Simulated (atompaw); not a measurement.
## Nd PAW (atompaw): all-electron and pseudo phase curves

```
Element                 : neodymium (Nd)
Generator               : atompaw 4.2.0.5
Type                    : PAW
Functional              : PBEsol
Relativity              : scalar-relativistic
Frozen core             : [Xe]
Valence charge          : 6
Reference configuration : 4f4 5d0 6s0 6p0 (charge +2)
Partial waves           : 6s (bound, empty): rc 3.00 bohr; 6s channel at -0.35 Ry: rc 3.00 bohr; 6p (bound, empty): rc 3.00 bohr; 6p channel at 0.7 Ry: rc 3.00 bohr; 5d (bound, empty): rc 3.00 bohr; 5d channel at 0.9 Ry: rc 3.00 bohr; 4f (bound): rc 1.95 bohr; 4f channel at -0.75 Ry: rc 1.95 bohr
Local potential         : bessel scheme, radius 2.75 bohr
Core correction         : smooth core density matched at 2.70 bohr
Augmentation charge     : sinc compensation charge, radius 2.45 bohr; PAW radius 3.00 bohr; waves and projectors: custom polynom vanderbiltortho
```

The phase is arctan(r·u′/u) with u = r·R(r), unwrapped; energies in Ry, scanned from -3 to 5 Ry. A pole is an energy at which the radial function vanishes at the test radius. The pseudo phase is shifted by a multiple of π to meet the all-electron one at the reference energy, and phase errors are pseudo minus all-electron; the curves can meet again beyond the range given. Levels narrower than the energy grid can be missing from the lists of poles.

Problem. For each channel, where are the poles, and over which energies does the pseudopotential scatter like the atom?

Solution.

```csv
channel,radius (bohr),reference energy (Ry),"poles, all-electron","poles, pseudo",unbroken range about the reference energy with phases within 0.05 rad,phase error 1 Ry above the reference energy (rad)
s,3.01,-0.97,1.73,1.69,below 3.4,-0.000
p,3.01,-0.70,"-2.38, 2.97","-2.37, 2.98",above -2.5,+0.000
d,3.01,-0.99,-0.26,-0.26,the whole range,+0.000
f,3.01,-1.07,"-1.02, 2.39","-1.02, 2.78",below 0.5,+0.002
```

Note: ghost states, extra bound levels that the all-electron valence spectrum of the same l lacks: s at -60.9 eV, p at -34.7 eV. A true bound ghost makes a file unfit for plane-wave use.

Phases in the d channel:

```csv
E (Ry),all-electron,pseudo
-3.00,1.321,1.322
-2.52,1.275,1.276
-2.04,1.187,1.188
-1.56,0.935,0.936
-1.08,-0.537,-0.537
-0.60,-1.423,-1.423
-0.12,-1.608,-1.608
0.36,-1.710,-1.710
0.84,-1.812,-1.812
1.32,-1.978,-1.977
1.80,-2.430,-2.422
2.28,-3.704,-3.672
2.76,-4.314,-4.297
3.24,-4.501,-4.489
3.72,-4.590,-4.579
4.20,-4.644,-4.632
4.68,-4.682,-4.670
```
